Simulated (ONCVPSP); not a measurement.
## Transferability test, ONCV potential for La (Z = 57)

La, optimised norm-conserving Vanderbilt (ONCV), made with ONCVPSP 4.0.1 (PBE, scalar-relativistic). Core [Kr] 4d10, reference 5s2 5p6 5d1 6s1 (charge +1). Waves: 5s+6s: rc 2.25 bohr, ncon 4, nbas 8, qcut 5.7 1/bohr, 2 projectors; 5p: rc 2.95 bohr, ncon 4, nbas 8, qcut 4.2 1/bohr, 2 projectors, debl 0.7 Ha; 5d: rc 4.00 bohr, ncon 4, nbas 9, qcut 3.5 1/bohr, 3 projectors, debl 2.8 Ha; f scattering state at 0.07 Ha: rc 4.25 bohr, ncon 4, nbas 7, qcut 2.2 1/bohr, 2 projectors, debl 3.9 Ha. Local part: polynomial inside 1.45 bohr (lpopt 3, dvloc0 4 Ha). Core correction: polynomial model core, fcfact 0.7.

In the p channel the program set the typed energies aside and used -1.036, 0.250 Ha. In the f channel the program set the typed energies aside and used -0.374, 3.526 Ha.

Energies are relative to the spin-unpolarised reference configuration 5s2 5p6 5d1 6s1; without spin polarisation the order of configurations can differ from experiment.

```json
{"valence configuration": "5s2 5p6 5d1 6s2", "charge": "0", "ΔE all-electron (eV)": "-5.966", "error AE − PS (meV)": "-14"}
{"valence configuration": "5s2 5p6 5d1 6s0", "charge": "+2", "ΔE all-electron (eV)": "10.888", "error AE − PS (meV)": "-33"}
{"valence configuration": "5s2 5p6 5d0 6s0", "charge": "+3", "ΔE all-electron (eV)": "29.838", "error AE − PS (meV)": "+78"}
```

Problem. What are ΔE and the potential's error for 5s2 5p6 5d0 6s2?

Solution. ΔE = 0.419 eV all-electron; the error (AE − PS) is +31 meV.

Note: no bound ghost flagged; GHOST(+) flagged for d at 123.2 eV.
